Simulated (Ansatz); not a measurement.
`[Cl][Al]([Cl])[Br]` + `[BH2][AlH2]` → `[AlH2][BH][Al]([Cl])[Br]` + HCl at 400 K and 1 bar (formal exchange of groups at the Al–Cl bond).

Gas-phase electronic energies from Ansatz, PBE0-D4/def2-TZVP geometries. CCSD(T)/CBS adds triple-zeta CCSD(T) − MP2 to the extrapolated MP2 energy (def2 sets, frozen cores). This one scheme is used for every species. For Br outer-core shells are correlated without core-valence functions, which leaves a few kJ/mol of doubt a bond. Scalar relativity is left out up to krypton. Each species was taken in one conformer, which may not be the lowest.

| species | CCSD(T)/CBS energy (Eh) | H − E (kJ/mol) | S (J/(mol·K)) |
| --- | --- | --- | --- |
| `[Cl][Al]([Cl])[Br]` | -3735.10209 | 36.2 | 356.4 |
| `[BH2][AlH2]` | -269.14094 | 105.2 | 282.1 |
| `[AlH2][BH][Al]([Cl])[Br]` | -3543.80544 | 111.9 | 453.3 |
| HCl | -460.38127 | 29.6 | 195.4 |

H − E and S are ideal-gas, rigid-rotor, harmonic terms from PBE0-D4/def2-TZVP, for one conformer and one mirror image of each species. 1 Eh = 2625.50 kJ/mol, R = 8.31446 J/(mol·K).

Problem. By hand: ΔE, ΔH, ΔS and ΔG.

Solution. ΔE = (-3543.80544) + (-460.38127) − (-3735.10209) − (-269.14094) = 0.05632 Eh = 147.9 kJ/mol. Δ(H − E) = 111.9 + 29.6 − 36.2 − 105.2 = 0.1, so ΔH = 148.0 kJ/mol. ΔS = 453.3 + 195.4 − 356.4 − 282.1 = 10.2 J/(mol·K). ΔG = 148.0 − 400 × (10.2)/1000 = 143.9 kJ/mol.

Problem. By hand: the equilibrium constant, and the temperature at which ΔG would vanish if ΔH and ΔS stayed fixed.

Solution. log₁₀ K = −ΔG/(RT ln 10) = -18.8. ΔG = 0 at ΔH/ΔS = 14510 K, far beyond where these terms or the molecules hold.

The number of gas molecules stays the same, so ΔS is small and ΔH decides. A doubt of 5 kJ/mol in ΔE shifts log₁₀ K by 0.7 here. Other conformers and mirror images would add mixing entropy, several J/(mol·K) or more a flexible species. Modes under 60 cm⁻¹, often nearly free rotors, make the harmonic entropy too high. These are equilibria of isolated gas molecules and say nothing of rates. Largest T1 diagnostic: 0.010 (customary marks: 0.02 for closed shells, 0.045 for open ones).
